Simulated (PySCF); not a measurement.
# Sn⁺ (tin, charge +1) across methods

[Kr] 4d10 5s1 5p1 5d1, one real determinant (an excited configuration). Computed with PySCF 2.14 in x2c-TZVPPall with one added diffuse shell each of s, p, d, f type (9s7p5d3f, 76 functions), with the spin-free X2C one-electron Hamiltonian (Gaussian nucleus). The B2PLYP total includes its PT2 part (frozen core); its orbital energies are those of the SCF part.

| method | E (hartree) | mean ε 5s α (eV) | mean ε 5p α (eV) | mean ε 5d α (eV) | Σ⟨r²⟩ (bohr²) | ⟨S²⟩ |
| --- | --- | --- | --- | --- | --- | --- |
| wB97X-V | -6175.37 | -25.254 | -16.795 | -6.768 | 64.11 | 3.751 |
| BHandHLYP | -6175.67 | -24.049 | -15.549 | -5.918 | 64.76 | 3.751 |
| BLYP | -6175.87 | -21.464 | -13.308 | -5.264 | 63.03 | 3.750 |
| LDA | -6169.65 | -21.947 | -13.664 | -5.371 | 62.27 | 3.751 |
| B2PLYP | -6175.00 | -24.086 | -15.620 | -5.942 | 65.14 | 3.751 |
| PBE0 | -6175.33 | -22.886 | -14.649 | -5.780 | 63.21 | 3.751 |
| PBE | -6175.25 | -21.588 | -13.530 | -5.431 | 62.39 | 3.751 |
| r2SCAN | -6175.69 | -21.944 | -13.899 | -5.364 | 62.69 | 3.752 |
| UHF | -6173.02133 | -26.167 | -17.599 | -6.457 | 67.53 | 3.752 |

⟨L²⟩ = 8.01 against 12 for a pure F term, so this real determinant mixes terms. The outer electron is Rydberg-like, and this basis confines it to a smaller radius and binds it less than a complete one would.
